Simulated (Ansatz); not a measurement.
A structure relaxed at PBE0-D4/def2-TZVP, charge 0, multiplicity 1:

Cartesian coordinates in Å:
```
F -0.514 -1.530 -1.451
C -0.076 -1.343 -0.186
I 2.044 -1.696 -0.082
C -0.507 0.020 0.351
F -0.441 -0.076 1.719
C 0.307 1.228 -0.077
Cl 0.311 1.390 -1.825
Br -0.402 2.815 0.776
H -0.508 -2.107 0.461
H -1.552 0.162 0.054
H 1.337 1.137 0.260
```

(1) Give its formula and SMILES.

(2) Summarise the bond lengths by kind.

## Answers

(1) C3H3BrClF2I, `F[C@@H]([C@@H](Cl)Br)[C@@H](F)I`.

(2) 2 × C–F 1.352 to 1.372 Å; 1 × C–I 2.151 Å; 2 × C–C 1.518 to 1.526 Å; 3 × C–H 1.087 to 1.097 Å; 1 × C–Cl 1.755 Å; 1 × Br–C 1.936 Å.

Results of the Gaussian-basis code of Ansatz.
